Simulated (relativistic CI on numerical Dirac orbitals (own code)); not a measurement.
# Crystal-field levels of Pm3+, 4f4

Calculated by Dirac-Coulomb-Breit CI, separate exchange-only KLI orbitals for each configuration, model QED, valence Slater integrals scaled by 0.85, one configuration in a parametric crystal field (own radial code).

Field parameters in Wybourne normalisation; cubic f-shell fields have B⁴₄ = √(5/14) B⁴₀ and B⁶₄ = −√(7/2) B⁶₀. The field is a parameter set, without covalency.

S and J are read from ⟨S²⟩ = S(S + 1) and ⟨J²⟩ = J(J + 1) of each level; they are not fictitious spins.

Oh, B40 = -2350, B60 = 510 cm⁻¹, the lowest 10 levels:

| E (cm⁻¹) | Degeneracy | Irrep | S | J |
| --- | --- | --- | --- | --- |
| 0.0 | 1 | A1 | 1.98 | 4.00 |
| 236 | 3 | T1 | 1.98 | 4.05 |
| 484 | 2 | E | 1.98 | 4.03 |
| 503 | 3 | T2 | 1.98 | 4.03 |
| 1729 | 3 | T2 | 1.99 | 5.01 |
| 1853 | 3 | T1 | 1.99 | 4.97 |
| 1913 | 2 | E | 1.99 | 5.01 |
| 1920 | 3 | T1 | 1.99 | 5.01 |
| 3275 | 1 | A2 | 1.99 | 6.02 |
| 3349 | 3 | T2 | 1.99 | 6.01 |

Oh, B40 = 2220, B60 = 750 cm⁻¹, the lowest 16 levels:

```
E (cm⁻¹)  Degeneracy  Irrep     S     J
     0.0           3     T2  1.98  4.01
     140           1     A1  1.98  4.04
     259           3     T1  1.98  4.09
     446           2      E  1.98  4.05
    1659           3     T2  1.99  5.03
    1693           3     T1  1.99  4.98
    1698           2      E  1.99  4.99
    1818           3     T1  1.99  5.03
    3248           1     A1  1.99  5.99
    3266           3     T1  1.99  5.98
    3273           1     A2  1.99  6.00
    3274           3     T2  1.99  5.99
    3373           2      E  1.99  6.03
    3374           3     T2  1.99  6.03
    4883           3     T1  1.98  7.00
    4920           3     T2  1.98  7.00
```

C2v, B20 = -450, B22 = -330, B40 = 800, B42 = 520, B44 = -290, B60 = 430, B62 = 360, B64 = -380, B66 = 540 cm⁻¹, the lowest 10 levels:

```json
{"E (cm⁻¹)": "0.0", "Degeneracy": "1", "S": "1.98", "J": "4.01"}
{"E (cm⁻¹)": "81.7", "Degeneracy": "1", "S": "1.98", "J": "4.01"}
{"E (cm⁻¹)": "98.3", "Degeneracy": "1", "S": "1.98", "J": "4.02"}
{"E (cm⁻¹)": "145", "Degeneracy": "1", "S": "1.98", "J": "4.03"}
{"E (cm⁻¹)": "160", "Degeneracy": "1", "S": "1.98", "J": "4.01"}
{"E (cm⁻¹)": "184", "Degeneracy": "1", "S": "1.98", "J": "4.02"}
{"E (cm⁻¹)": "248", "Degeneracy": "1", "S": "1.98", "J": "4.01"}
{"E (cm⁻¹)": "249", "Degeneracy": "1", "S": "1.98", "J": "4.03"}
{"E (cm⁻¹)": "390", "Degeneracy": "1", "S": "1.98", "J": "4.01"}
{"E (cm⁻¹)": "1565", "Degeneracy": "1", "S": "1.99", "J": "5.01"}
```

D4h, B20 = -1440, B40 = -1160, B44 = 970, B60 = 750, B64 = -190 cm⁻¹, the lowest 10 levels:

```tsv
E (cm⁻¹)	Degeneracy	Irrep	S	J
0.0	1	A1	1.98	4.00
3.7	1	A2	1.98	4.00
119	2	E	1.98	4.01
173	1	A1	1.98	4.01
248	1	B2	1.98	4.01
280	2	E	1.98	4.02
456	1	B1	1.98	4.00
1462	2	E	1.99	5.00
1627	1	A2	1.99	5.01
1645	1	A1	1.99	5.01
```

Oh, B40 = 2010, B60 = 610 cm⁻¹, the lowest 16 levels:

| E (cm⁻¹) | Degeneracy | Irrep | S | J |
| --- | --- | --- | --- | --- |
| 0.0 | 3 | T2 | 1.98 | 4.01 |
| 149 | 1 | A1 | 1.98 | 4.03 |
| 247 | 3 | T1 | 1.98 | 4.06 |
| 384 | 2 | E | 1.98 | 4.04 |
| 1641 | 3 | T2 | 1.99 | 5.02 |
| 1652 | 3 | T1 | 1.99 | 4.98 |
| 1665 | 2 | E | 1.99 | 4.99 |
| 1772 | 3 | T1 | 1.99 | 5.03 |
| 3213 | 1 | A1 | 1.99 | 5.99 |
| 3231 | 3 | T1 | 1.99 | 5.98 |
| 3243 | 3 | T2 | 1.99 | 5.99 |
| 3246 | 1 | A2 | 1.99 | 6.00 |
| 3334 | 2 | E | 1.99 | 6.02 |
| 3334 | 3 | T2 | 1.99 | 6.02 |
| 4857 | 3 | T1 | 1.98 | 7.00 |
| 4897 | 3 | T2 | 1.98 | 7.00 |

The next free-ion level lies 1456 cm⁻¹ above the lowest; the field splits the ground level into components whose J stays near 4 as long as their spread is small against that gap.

Levels of this model without a field, named by their leading LS term: 5I_4 0, 5I_5 1456, 5I_6 3046, 5I_7 4722, 5I_8 6447, 5F_1 13682, 5F_2 14130, 5F_3 14979 cm⁻¹.
